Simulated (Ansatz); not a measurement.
Program: Ansatz. Geometries: PBE0-D4/def2-TZVP. ΔE: electronic, gas phase. CBS: MP2 limit from def2 TZ/QZ plus the TZ coupled-cluster correction, frozen cores. This one scheme is used for every species. Functionals use def2-TZVPP. For Se outer-core shells are correlated without core-valence functions, which leaves a few kJ/mol of doubt a bond. Scalar relativity is left out up to krypton. One conformer a species, not always the lowest.

`N[SiH](N)[SiH3]` + H₂Se → `N[SiH]([SiH3])[SeH]` + NH₃  (ligand exchange at the Si–N bond)

(1) Is it downhill or uphill in electronic energy at CCSD(T)/CBS, and by how much? (An estimate is asked.)

(2) What do these levels give: BLYP, r2SCAN, PBE0, CAM-B3LYP, RPA@PBE/def2-TZVPP, HF/def2-TZVPP? (Best estimate.)

Largest T1 diagnostic among the species: 0.011.

Answers

(1) The calculation gave: Downhill: ΔE = -3.5 kcal/mol.

(2) Ansatz gave: BLYP -1.6, r2SCAN -3.0, PBE0 -3.8, CAM-B3LYP -0.3, RPA@PBE/def2-TZVPP -1.9, HF/def2-TZVPP -0.6 kcal/mol.

The D4 term adds −1.1 kcal/mol with B3LYP and −0.6 kcal/mol with PBE0; it sums over pairs of atoms, weighted by their polarisabilities, and B3LYP, whose exchange is more repulsive, gets the larger term. At CCSD(T), def2-SVP lies +1.5 kcal/mol from the extrapolated value and def2-TZVPP +1.0 kcal/mol. Leaving LDA and LC-ωPBE aside and taking each functional with its dispersion term where it has one, the values, not all of them listed here, spread over 3.6 kcal/mol, from revPBE-D4 to CAM-B3LYP-D4. LDA lies +1.7 kcal/mol from PBE without D4.

B3LYP here is the variant with VWN-RPA as its local correlation; programs differ in this.
